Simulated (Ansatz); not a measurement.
A structure relaxed at PBE0-D4/def2-TZVP, charge 0, multiplicity 1:

Cartesian coordinates in Å:
```
C -0.448 -2.337 -1.510
C -0.541 -1.440 -0.522
B 0.107 -0.045 -0.648
B 0.057 1.140 0.524
C 1.143 1.387 1.630
S -1.354 2.251 0.531
H -0.879 -3.334 -1.445
H 0.076 -2.095 -2.430
H -1.080 -1.738 0.377
H 0.656 0.184 -1.697
H 0.934 2.223 2.301
H 1.267 0.483 2.237
H 2.118 1.559 1.160
H -2.054 1.762 -0.508
```

Give its formula and SMILES.

C3H8B2S, `C=CBB(C)S`.

Point group (tolerance 0.08 Å, 0.16 Å for H)?

C1.

Summarise the bond lengths by kind.

1 × C–C 1.339 Å; 6 × C–H 1.086 to 1.096 Å; 2 × B–C 1.543 to 1.570 Å; 1 × B–B 1.667 Å; 1 × B–H 1.206 Å; 1 × B–S 1.796 Å; 1 × H–S 1.345 Å.

Results of the Gaussian-basis code of Ansatz.
